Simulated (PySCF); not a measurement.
NMR data simulated for an unnamed compound:

¹H NMR (600 MHz, computed): δ 8.21 (m, 1H), 4.68 (m, 3H).

¹³C{¹H} NMR (computed): δ 193.4 (C), 162.0 (CH), 133.5 (C), 130.4 (C).

No solvent model, fast rotation and ring inversion assumed for equivalent nuclei, one conformer, non-relativistic. Geometry: GFN2-xTB; NMR shieldings at PBE0/pcSseg-1/GIAO; PySCF 2.14.

δ = σ(ref) − σ, references computed at the same level: ¹H (σref 31.72) and ¹³C (σref 186.93) vs TMS.

Which of these does the molecule contain: a heteroaromatic ring, a Si–H bond, an amide, an ester, a CF3 group, a methoxy group?

## Answers


- A heteroaromatic ring: yes.
- A Si–H bond: yes (δH 4.68 (m)).
- An amide: no.
- An ester: no.
- A CF3 group: yes (δC 130.4).
- A methoxy group: no.

The data belong to `FC(F)(F)C1=PC([SiH3])=CO1`, C₄H₄F₃OPSi; they needn't prove each group on their own.

Carbon signals by region: 2 in the far downfield region (above 160 ppm), 2 in the sp2 and nitrile region (100–160 ppm). Above 160 ppm: 193.4, substituted aromatic carbon next to the ring oxygen, 162.0, aromatic CH next to the ring oxygen.

Splittings by ¹⁹F and ³¹P in the carbon and heteronuclear signals aren't shown, as no couplings were computed. Shifts are as computed. Against solution values, carbons near 30 ppm lie about +3 ppm off and those near 130 ppm about +5 ppm. Of 1211 compounds with measured shifts, 218 miss one by over three times the rms of a fit or turn the order of signals round; such compounds aren't used in these exercises. Multiplicities follow the n + 1 count of equivalent neighbours, as no J values were calculated; m marks all less simple cases, F and P coupling included.
